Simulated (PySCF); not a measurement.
**Spin states of PAu**

Unrestricted PBE0; P def2-TZVPP, Au def2-TZVPP with ECP60; scalar-relativistic core potentials (PySCF 2.14). Outer shells of the fragments: P 3s2 3p3; Au 5d10 6s1.

Followed along the bond (rough minima from three points):

| 2Ms+1 | unpaired | ⟨S²⟩ at the start | R at minimum (Å) | Te (eV) |
| --- | --- | --- | --- | --- |
| 3 | π ↑↑ | 2.01 | 2.22 | 0.00 |
| 1 | π ↑↓ | 1.01 | 2.21 | 0.30 |
| 1 | none | 0.00 | none in the scan | ≤ 1.33 |
| 5 | σ ↑↑, π ↑↑ | 6.01 | none in the scan | ≤ 2.45 |

Solutions found at the starting distance of 2.290 Å, counted from the lowest of them; the search is not exhaustive and high or unbound solutions are not listed, so other states can lie among these:

```
2Ms+1    unpaired   term  E (eV)  ⟨S²⟩  ⟨Lz²⟩  μ (D)
    3        π ↑↑    ³Σ⁻    0.00  2.01   0.00   1.45
    1        π ↑↓  mixed    0.30  1.01   2.03   1.48
    1        none  mixed    1.36  0.00   2.01   1.60
    3    σ ↑, π ↑     ³Π    2.41  2.01   1.02  -2.58
    5  σ ↑↑, π ↑↑    ⁵Σ⁻    2.51  6.01   0.00  -0.92
    3    σ ↑, π ↑     ³Π    2.53  2.01   1.02   3.52
```

A term symbol is given only where ⟨S²⟩ and ⟨Lz²⟩ are close to those of a pure state; real π, δ and φ orbitals otherwise mix terms. A positive dipole means P(−)Au(+).

Spin–orbit coupling is left out. Counting both spins, an empty level lies below a filled one in some of these solutions, because spin and occupation are held. The state is the lowest single determinant that the PBE0 search found; with open d or f shells the true ground state can be another one.
